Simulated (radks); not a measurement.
Results of a calculation; reference values are marked as such.
Problem. The magnesium ion Mg+, 11 electrons, occupied as [Ne] 3s1. Code: a radial shooting solver on a logarithmic mesh with Libxc functionals. Model: scalar-relativistic Kohn-Sham, LB94 model potential, spin-polarised, spherical densities, finite nucleus; open shells are filled with parallel spins first; Fermi nuclear charge, rms radius 3.057 fm. Some entries of the table are withheld. Estimate them.

| orbital | occ. | eigenvalue (eV) | <1/r> (bohr^-1) | <r^2> (bohr^2) |
|---|---|---|---|---|
| 1s up | 1 | -1305.501 | 11.66 | 0.02271 |
| 1s down | 1 | -1305.365 | 11.66 | 0.02271 |
| 2s up | 1 | -98.7436 | 2.093 | 0.5821 |
| 2s down | 1 | -98.7162 | 2.084 | 0.5901 |
| 2p down | 3 | -66.1259 | 1.972 | 0.6031 |
| 2p up | 3 | -66.0450 | 1.985 | 0.5869 |
| 3s down | 0 | -18.2942 | 0.5411 | 7.298 |
| 3s up | 1 | -15.7926 | 0.5133 | 8.155 |
| 3p down | 0 | -13.1263 | (1) | 10.41 |
| 3p up | 0 | -11.1145 | (2) | 12.46 |
| 3d down | 0 | -7.5090 | 0.2899 | 19.78 |
| 4s down | 0 | -7.2282 | 0.2423 | (3) |
| 4s up | 0 | -6.5218 | 0.2318 | (4) |
| 3d up | 0 | -6.2920 | 0.2482 | 26.55 |
| 4f down | 0 | -3.5283 | 0.1426 | 71.38 |
| 4f up | 0 | -3.2512 | 0.1284 | 87.31 |

Solution. 
(1) 3p down <1/r> (bohr^-1): 0.4517
(2) 3p up <1/r> (bohr^-1): 0.4072
(3) 4s down <r^2> (bohr^2): 37.12
(4) 4s up <r^2> (bohr^2): 42.04
